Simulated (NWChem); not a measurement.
System meant: ZrHOCl3; SMILES [OH][Zr]([Cl])([Cl])[Cl]

Here is an NWChem input.

```
start job
memory heap 200 mb stack 900 mb global 1100 mb
geometry units angstroms noautoz
  Zr     0.000000     0.000000    -0.197687
  Cl     2.032174     0.885347     0.562751
  Cl    -1.782820     1.317241     0.562751
  Cl    -0.249354    -2.202588     0.562751
  O      0.000000     0.000000    -2.076349
  H      0.000000     0.000000    -3.034990
end
basis spherical
  Zr library def2-svp
  Cl library def2-svp
  O library def2-svp
  H library def2-svp
end
dft
  xc xpbe96 cpbe96
  iterations 150
  mulliken
end
task dft energy
```

End of the output:

```
             Northwest Computational Chemistry Package (NWChem) 7.3.0
             --------------------------------------------------------

 C3  symmetry detected

                             Geometry "geometry" -> ""
                             -------------------------

 Output coordinates in angstroms (scale by  1.889725989 to convert to a.u.)

  No.       Tag          Charge          X              Y              Z
 ---- ---------------- ---------- -------------- -------------- --------------
    1 Zr                  40.0000     0.00000000     0.00000000    -0.20915739
    2 Cl                  17.0000     2.17778371     0.41331470     0.55128061
    3 Cl                  17.0000    -1.44683289     1.67935867     0.55128061
    4 Cl                  17.0000    -0.73095082    -2.09267337     0.55128061
    5 O                    8.0000    -0.00000000    -0.00000000    -2.08781939
    6 H                    1.0000    -0.00000000     0.00000000    -3.04646039

 Effective nuclear repulsion energy (a.u.)     751.1937233883

      Symmetry information
      --------------------

 Group name             C3
 Group number              5
 Group order               3
 No. of unique centers     4

  pbe96 is a nonlocal functional; adding pw91lda local functional.

                                 NWChem DFT Module
                                 -----------------

 Summary of "ao basis" -> "ao basis" (spherical)
 ------------------------------------------------------------------------------
       Tag                 Description            Shells   Functions and Types
 ---------------- ------------------------------  ------  ---------------------
 Zr                         def2-svp                11       31   5s3p2d1f
 Cl                         def2-svp                 8       18   4s3p1d
 O                          def2-svp                 6       14   3s2p1d
 H                          def2-svp                 3        5   2s1p

      Symmetry analysis of basis
      --------------------------

        a          40
        e+         32
        e-         32

  Rotation of axis

            General Information
            -------------------
          SCF calculation type: DFT
          Wavefunction type:  closed shell.
          No. of atoms     :     6
          No. of electrons :   100
           Alpha electrons :    50
            Beta electrons :    50
          Charge           :     0
          Spin multiplicity:     1
          Use of symmetry is: on ; symmetry adaption is: on
          Maximum number of iterations: 150
          AO basis - number of functions:   104
                     number of shells:    44
          Convergence on energy requested:  1.00D-06
          Convergence on density requested:  1.00D-05
          Convergence on gradient requested:  5.00D-04

              XC Information
              --------------
          PerdewBurkeErnzerhof Exchange Functional  1.000
            Perdew 1991 LDA Correlation Functional  1.000 local
           PerdewBurkeErnz. Correlation Functional  1.000 non-local

             Grid Information
             ----------------
          Grid used for XC integration:  medium
          Radial quadrature: Mura-Knowles
          Angular quadrature: Lebedev.
          Tag              B.-S. Rad. Rad. Pts. Rad. Cut. Ang. Pts.
          ---              ---------- --------- --------- ---------
          Zr                  1.55      123          10.0       590
          Cl                  1.00       88          11.0       590
          O                   0.60       49           9.0       434
          H                   0.35       45          11.0       434
          Grid pruning is: on
          Number of quadrature shells:   305
          Spatial weights used:  Erf1

      Superposition of Atomic Density Guess
      -------------------------------------

 Sum of atomic energies:       -2119.86074976

      Non-variational initial energy
      ------------------------------

 Total energy =   -2125.843958
 1-e energy   =   -4388.217785
 2-e energy   =    1511.180104
 HOMO         =      -1.118432
 LUMO         =      -1.089661

      Symmetry analysis of molecular orbitals - initial
      -------------------------------------------------

  Numbering of irreducible representations:

     1 a           2 e+          3 e-

  Orbital symmetries:

     1 a           2 e+          3 e+          4 a           5 a
     6 a           7 e+          8 e+          9 a          10 a
    11 e+         12 e+         13 a          14 e+         15 e+
    16 a          17 e+         18 e+         19 e+         20 e+
    21 a          22 e+         23 e+         24 a          25 e+
    26 e+         27 a          28 a          29 a          30 e+
    31 e+         32 e+         33 e+         34 a          35 a
    36 e+         37 e+         38 a          39 a          40 e+
    41 e+         42 a          43 e+         44 e+         45 a
    46 e+         47 e+         48 e+         49 e+         50 a
    51 a          52 e+         53 e+         54 a          55 a
    56 e+         57 e+         58 e+         59 e+         60 a

     ---------------------------------------------
      Total Density - Mulliken Population Analysis
     ---------------------------------------------

    Atom       Charge   Shell Charges
 -----------   ------   -------------------------------------------------------
    1 Zr  40    46.50   2.00  2.02  2.08  1.54 -0.30  6.06  7.45  0.02 10.51  0.61 14.50
    2 Cl  17    14.67   2.00  1.99  1.05  0.88  5.92  1.34  1.36  0.12
    3 Cl  17    14.67   2.00  1.99  1.05  0.88  5.92  1.34  1.36  0.12
    4 Cl  17    14.67   2.00  1.99  1.05  0.88  5.92  1.34  1.36  0.12
    5 O    8     9.29   1.99  1.10  0.54  3.77  1.88  0.01
    6 H    1     0.21   0.19  0.01  0.01

 Warning: spatial symmetry breaking: alpha =  3.16D-01

[...]
```

Can this run be used? If not, why, and what is the fix?

The run ends normally but its numbers are meaningless: the def2 basis of a heavy element holds valence functions alone and wants its effective core potential (without it all electrons must fit into that basis). This input runs:
```
start job
memory heap 200 mb stack 900 mb global 1100 mb
geometry units angstroms noautoz
  Zr     0.000000     0.000000    -0.197687
  Cl     2.032174     0.885347     0.562751
  Cl    -1.782820     1.317241     0.562751
  Cl    -0.249354    -2.202588     0.562751
  O      0.000000     0.000000    -2.076349
  H      0.000000     0.000000    -3.034990
end
basis spherical
  Zr library def2-svp
  Cl library def2-svp
  O library def2-svp
  H library def2-svp
end
ecp
  Zr library def2-ecp
end
dft
  xc xpbe96 cpbe96
  iterations 150
  mulliken
end
task dft energy
```
It converges to -1502.67396 Ha (PBE/def2-SVP with def2 effective core potentials on Zr). The faulty run gave -2153.175 Ha, with all electrons squeezed into the valence basis.
